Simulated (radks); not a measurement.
Question: These are the eigenvalues of the occupied orbitals of an atom or ion with whole-number occupations (Ry). Calculated with a radial shooting solver on a logarithmic mesh with Libxc functionals: Dirac Kohn-Sham, BLYP, spin-unpolarised, spherical densities, finite nucleus; Fermi nuclear charge, rms radius of each element as measured or else 0.836 A^(1/3) + 0.57 fm.

1s1/2: -1456.970
2s1/2: -206.1547
2p1/2: -189.7184
2p3/2: -181.8813
3s1/2: -35.47901
3p1/2: -29.22490
3p3/2: -27.93476
3d3/2: -16.87021
3d5/2: -16.62594
4s1/2: -5.22229
4p1/2: -3.44791
4p3/2: -3.26432
4d3/2: -0.77154
4d5/2: -0.75578

Which element is it, and in what charge state? The configuration may be excited. Open shells, if any, are shared by 2j + 1.

Answer: Z = 42, molybdenum, charge +1: Mo+ in [Kr] 4d5. The list shows which subshells hold electrons but not how many an open one holds; the 1s level, -728.49 hartree, gives Z - s = 38.2 by -(Z - s)^2/2, which with screening and relativity narrows Z to a few neighbours, and the depths of the outer levels then fix element, charge and occupations together.
